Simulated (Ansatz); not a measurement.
The same atomization along the group C, Si, Ge, Sn.

Calculated with Ansatz (gas phase, PBE0-D4/def2-TZVP geometries, no zero-point term in ΔE). CCSD(T)/CBS is the MP2 limit (def2-TZVPP, def2-QZVPP) plus CCSD(T) − MP2 in def2-TZVPP, frozen cores. This one scheme is used for every species, atoms too. DFT in def2-TZVPP. Open shells (•) are unrestricted, without spin–orbit coupling. Spin–orbit coupling would lower the free atoms: a little for C, F, S, Si; clearly for Ge; strongly for Sn. Elements past krypton have def2 core potentials. For Ge, Sn outer-core shells are correlated without core-valence functions, so the limit isn't a true one: a few kJ/mol of doubt a bond, and 10 to 20 or more in all where bonds break to atoms. Scalar relativity is left out up to krypton. One conformer a species, not always the lowest.

```
                                      reaction  PBE-D4 (eV)  CCSD(T)/CBS(def2) (eV)
             `FC(F)(F)S` → C• + 3 F• + H• + S•        23.43                   22.22
         `F[Si](F)(F)S` → Si• + 3 F• + H• + S•        25.86                   25.78
`[F][Ge]([F])([F])[SH]` → Ge• + 3 F• + H• + S•        22.23                   21.88
`[F][Sn]([F])([F])[SH]` → Sn• + 3 F• + H• + S•        20.60                   20.36
```

Largest T1 diagnostic: 0.015, for `[F][Sn]([F])([F])[SH]`.

For atomizations the MP2-based limit and the directly extrapolated one differ by several kJ/mol either way, and by 10 to 25 for some Ge, Se and Sn compounds, so smaller differences from it don't rank the levels.
